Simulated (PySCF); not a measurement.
FH₆NOSi₂, SMILES O[Si@H](F)N[SiH3]. Heavy atoms are numbered as in [OH:1][Si@H:2]([F:3])[NH:4][SiH3:5]. Hydrogens are named by the atom that carries them.

Coordinates come from a B3LYP-D3(BJ)/def2-SVP optimisation. The structure was generated by enumeration; whether it is a known compound was not checked. One conformer was computed; it need not be the lowest.

Computed with PBE/def2-TZVP run with PySCF.

Atomic charges (e), one atom of each kind:

| atom | Mulliken | Löwdin |
|---|---|---|
| O1 (OH) | -0.47 | -0.09 |
| Si2 (SiH) | 0.59 | -0.10 |
| F3 | -0.29 | 0.02 |
| N4 (NH) | -0.44 | -0.20 |
| Si5 (SiH3) | 0.21 | 0.16 |
| H on O1 | 0.31 | 0.18 |
| H on Si2 | -0.06 | -0.04 |
| H on N4 | 0.22 | 0.18 |
| H on Si5 | -0.03 | -0.04 |

Task: Give the Mayer and Wiberg (Löwdin basis) orders of the bonds. (Estimate from the structure and the level; the computed values follow.)

Result: 
```json
[
 {"bond": "O1–Si2", "Mayer": "1.24", "Wiberg": "1.70"},
 {"bond": "Si2–F3", "Mayer": "1.16", "Wiberg": "1.72"},
 {"bond": "Si2–N4", "Mayer": "1.15", "Wiberg": "1.44"},
 {"bond": "N4–Si5", "Mayer": "1.11", "Wiberg": "1.42"}
]
```
